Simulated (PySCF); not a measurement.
## TDDFT excited states: C5H6F3N

C5H6F3N.
SMILES: `C/C=N/C=C\C(F)(F)F`

Computed, not measured: TDDFT PBE0/def2-SVPD, vertical, gas phase, core orbitals frozen in the response (PySCF). The structure is a single GFN2-xTB conformer in the gas phase; no vibrational or solvent corrections. Torsions of this conformer, `[CH3:1]/[CH:2]=[N:3]/[CH:4]=[CH:5]\[C:6]([F:7])([F:8])[F:9]`: C2–N3–C4–C5 -72°, C4–C5–C6–F7 -56°.

| state | E (eV) | E (hartree) | f | main configurations (H = HOMO, L = LUMO) |
| --- | --- | --- | --- | --- |
| S1 | 4.47 | 0.1644 | 0.033 | H→L (81%), H→L+1 (15%) |
| S2 | 5.85 | 0.2151 | 0.250 | H→L+1 (81%), H→L (12%) |
| S3 | 6.80 | 0.2500 | 0.131 | H→L+2 (38%), H-1→L (25%), H→L+3 (22%) |
| S4 | 6.86 | 0.2521 | 0.062 | H-1→L (50%), H→L+2 (20%), H→L+3 (10%) |
| S5 | 7.03 | 0.2584 | 0.0025 | H-2→L (45%), H-1→L+1 (36%), H→L+2 (10%) |
| S6 | 7.19 | 0.2642 | 0.0037 | H→L+3 (59%), H→L+2 (24%), H-1→L+1 (10%) |

Triplets, Tamm–Dancoff:

```csv
state,E (eV),λ (nm),"main configurations (H = HOMO, L = LUMO)"
T1,3.52,352.2,H→L (88%)
T2,4.25,291.9,H→L+1 (80%)
```

The lowest singlet lies at 4.47 eV (277 nm, ultraviolet) and is of moderate strength; its leading configuration is HOMO→LUMO (81%). The most intense listed level is S2 at 5.85 eV (212 nm, f = 0.250), 1.38 eV above S1. Löwdin shares by element: HOMO carbon 51% or more, nitrogen 32% (atoms not listed hold the other 17%); LUMO carbon 52% or more, nitrogen 24% (atoms not listed hold the other 24%). Of the 6 states listed, 4 reach f = 0.01 and none stays under 0.0005. Orbital energies (eV): HOMO-3 -10.96, HOMO-2 -9.71, HOMO-1 -9.06, HOMO -6.99, LUMO -1.03, LUMO+1 -0.26, LUMO+2 0.89. Weighted by f, the mean energy of these states is 6.16 eV. The window holds the lowest 6 singlets.
